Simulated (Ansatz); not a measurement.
In₂As₂H₈⁺, that is (H2In-mu-AsH2)2 with one electron fewer. Charge 1, multiplicity 2. Geometry PBE0-D4/def2-SVP, that of the neutral singlet; atoms count from 1.

```xyz
12

In    1.918    0.650   -0.519
H     2.996   -0.591   -1.035
H     2.180    2.345   -0.366
As    0.529   -0.233    1.660
In   -1.920   -0.644    0.521
H    -2.992    0.602    1.035
H    -2.189   -2.339    0.370
As   -0.528    0.231   -1.661
H     0.533    0.706    2.842
H     1.121   -1.441    2.344
H    -0.527   -0.718   -2.835
H    -1.122    1.432   -2.355
```

In the def2 sets In takes a core potential; there is no spin–orbit coupling.

(1) Estimate the Mulliken populations from the PBE0/def2-TZVP orbitals of Ansatz.

(2) Where does the spin sit?

(3) And the Mayer bond orders between heavy atoms (over 0.3)?

Answers

(1) 
```json
{"atom": "In1", "charge (e)": "0.44", "spin (α − β)": "0.04"}
{"atom": "H2", "charge (e)": "0.02", "spin (α − β)": "0.08"}
{"atom": "H3", "charge (e)": "0.02", "spin (α − β)": "0.08"}
{"atom": "As4", "charge (e)": "-0.28", "spin (α − β)": "0.32"}
{"atom": "In5", "charge (e)": "0.44", "spin (α − β)": "0.04"}
{"atom": "H6", "charge (e)": "0.02", "spin (α − β)": "0.08"}
{"atom": "H7", "charge (e)": "0.02", "spin (α − β)": "0.08"}
{"atom": "As8", "charge (e)": "-0.28", "spin (α − β)": "0.32"}
{"atom": "H9", "charge (e)": "0.15", "spin (α − β)": "-0.01"}
{"atom": "H10", "charge (e)": "0.15", "spin (α − β)": "-0.01"}
{"atom": "H11", "charge (e)": "0.15", "spin (α − β)": "-0.01"}
{"atom": "H12", "charge (e)": "0.15", "spin (α − β)": "-0.01"}
```
Mulliken values depend strongly on the basis.

(2) Summed by element: In 0.08, H 0.29, As 0.63, of 1 unpaired in all. Largest on single atoms: As4 0.32, As8 0.32, H7 0.08.

(3) In1–As4 0.51 (2.73 Å); In1–As8 0.51 (2.73 Å); As4–In5 0.51 (2.73 Å); In5–As8 0.51 (2.73 Å).
